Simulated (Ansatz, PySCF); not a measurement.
This triplet is an excited state, 2.01 eV above the relaxed singlet at the level B3LYP/cc-pVTZ // PBE0-D3(BJ)/def2-TZVP (Ansatz, a quantum-chemistry and plane-wave program).

## CFNSi, SMILES `F[Si]C#N` (excited triplet) (charge 0, multiplicity 3)

Calculation: PBE0-D3(BJ)/def2-TZVP in PySCF 2.14.0.

| Property | Result |
|---|---|
| highest occupied spin orbital | -6.28 eV |
| dipole moment | 3.04 D |
| total energy | -13112.94 eV |
| cost | roughly 50 core-seconds |

Bonds (Å): N1–C2 1.160, C2–Si3 1.793, Si3–F4 1.592. Bond angles (°): N1–C2–Si3 176.0, C2–Si3–F4 117.0.
Charge 0, spin multiplicity 3.
